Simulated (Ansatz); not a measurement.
Computed with Ansatz on PBE0-D4/def2-TZVP structures; ΔE is electronic, products minus reactants. CCSD(T)/CBS is the MP2 limit (def2-TZVPP, def2-QZVPP) plus CCSD(T) − MP2 in def2-TZVPP, frozen cores. This one scheme is used for every species. DFT in def2-TZVPP. For Ga outer-core shells are correlated without core-valence functions, which leaves a few kJ/mol of doubt a bond. Scalar relativity is left out up to krypton. One conformer a species, not always the lowest.

`[BH2][GaH][CH2]CF` + H–F → `FCCF` + `[BH2][GaH2]`  (substitution at a C–Ga bond)

| level | ΔE (kJ/mol) |
| --- | --- |
| PBE0-D4 | 76.7 |
| B2PLYP | 73.8 |

What does CCSD(T)/CBS give? (Best estimate.)

Ansatz gave: +91.5 kJ/mol. The listed levels differ from it by -14.8, -17.7 kJ/mol.

Largest T1 diagnostic among the species: 0.014.

The D4 term adds +10.5 kJ/mol with B3LYP and +5.9 kJ/mol with PBE0; it sums over pairs of atoms, weighted by their polarisabilities, and B3LYP, whose exchange is more repulsive, gets the larger term. In def2-TZVPP, CCSD(T) changes the Hartree–Fock value by +44.4 kJ/mol (the triples alone add +5.5 kJ/mol) and MP2 by +58.0 kJ/mol.

B3LYP here is the variant with VWN-RPA as its local correlation; programs differ in this.
